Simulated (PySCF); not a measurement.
```xyz
4
charge 0 multiplicity 1, angstrom
Ge   -0.1721    0.0000    0.2866
H     1.1986    0.0000    1.1460
O     0.6197    0.0000   -1.3154
H     1.5796    0.0000   -1.2872
```

Level of theory: PBE0 in PySCF with Ge def2-TZVP, H def2-TZVP, O def2-TZVP; no relativity; density-fitted integrals.

This geometry of HGe(OH) is a stationary point at this level.

Task: What is the point group?

Result: Cs.

Task: Is it a minimum?

Result: Yes: all harmonic wavenumbers are real.

Task: Which band is strongest in the infrared?

Result: 1829 cm⁻¹ (a'), 467 km/mol.

Task: What are the dipole moment and the gap between the highest occupied and lowest empty levels?

Result: 1.22 D and 4.69 eV.

This need not be the most stable arrangement of these atoms.
